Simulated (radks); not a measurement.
Ce6+, 52 electrons, occupied as [Kr] 4d10 5s2 5p4. All-electron calculation, Dirac Kohn-Sham, LDA (Slater exchange, Perdew-Wang correlation), spin-unpolarised, spherical densities, finite nucleus; open shells fill j = l - 1/2 first; Fermi nuclear charge, rms radius 4.8771 fm. Program: a radial shooting solver on a logarithmic mesh with Libxc functionals.

Spin-orbit splittings of the eigenvalues, e(l+1/2) - e(l-1/2), with zeta = 2 splitting/(2l+1) and mean radii in bohr:

shell,occ.,splitting (eV),zeta (eV),<r> j=l-1/2,<r> j=l+1/2
2p,6,446.0,297.3,0.08798,0.09419
3p,6,87.60,58.40,0.2683,0.2805
3d,10,18.83,7.531,0.2515,0.2553
4p,6,19.22,12.81,0.6525,0.6793
4d,10,3.418,1.367,0.7287,0.7379
5p,4,3.731,2.487,1.527,1.582
